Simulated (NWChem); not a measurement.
GeHOCl, singlet; SMILES [Cl][Ge][OH]

```xyz
4

Ge     0.3753     0.5223     0.0000
Cl    -0.1236    -1.6128     0.0000
O     -1.3042     1.1216     0.0000
H     -1.3502     2.0866     0.0000
```
Atoms are numbered in this order, from 1.

Level: PBE0/def2-SVP (NWChem), optimised geometry, unscaled harmonic frequencies. Low-valent species are run as closed-shell singlets; no triplet was tried in these runs.

Question: List the harmonic frequencies with IR intensities, and the thermochemistry.

Answer: 
```tsv
frequency (cm⁻¹)	IR intensity (km/mol)
217	1.1
403	79.7
458	100.1
701	90.5
808	128.8
3869	106.4
```

The zero-point energy is 9.2 kcal/mol, the thermal correction to the enthalpy at 298.15 K (with zero-point energy) is 12.4 kcal/mol and the heat capacity Cv is 12.0 cal/(mol K). The entropy at 298.15 K and 1 atm (symmetry number 1) is 69.9 cal/(mol K). The dipole moment is 3.19 D.

Rigid rotor and harmonic oscillator.
